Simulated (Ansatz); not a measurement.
Species: CH₁₀NSi₂ (charge +1, singlet). It need not be the lowest isomer of its formula. 
Geometry from a B3LYP-D3(BJ)/def2-TZVP (Ansatz, a program for electronic structure) optimisation:
```xyz
14

Si     1.1124    -0.3628     0.7526
C      1.7293     1.1606    -0.0866
N     -0.3863    -0.9701    -0.2327
Si    -1.7534     0.2672    -0.5516
H      2.0132    -1.5242     0.6958
H      0.5152    -0.1627     2.0813
H      1.0129     1.9820    -0.0405
H      1.9904     0.9752    -1.1302
H      2.6380     1.4929     0.4224
H     -0.7769    -1.7748     0.2642
H     -1.9117     0.9459     0.7413
H     -1.2055     1.1204    -1.6128
H     -2.9085    -0.5426    -0.9593
H     -0.0651    -1.3470    -1.1277
```
Charge +1, spin multiplicity 1.

Basis-set convergence of Hartree-Fock and CCSD(T) correlation energies (hartree) with Ansatz. Cores are frozen in the correlated levels unless marked. Spin-orbit coupling is left out. Non-relativistic.

| basis | functions | E(HF) | E(corr, CCSD(T)) |
|---|---|---|---|
| cc-pV(D+d)Z | 124 | -675.84501 | -0.60596 |
| cc-pV(T+d)Z | 278 | -675.90566 | -0.72973 |
| cc-pV(Q+d)Z | 538 | -675.91978 | -0.76783 |

Extrapolating the two largest sets (X = 3 and 4) as X^-3: E(corr) = (64·(-0.76783) - 27·(-0.72973))/37 = -0.7956 Eh, an estimate of the basis-set limit. The largest set recovers 96.5 % of it, the smallest 76.2 %.
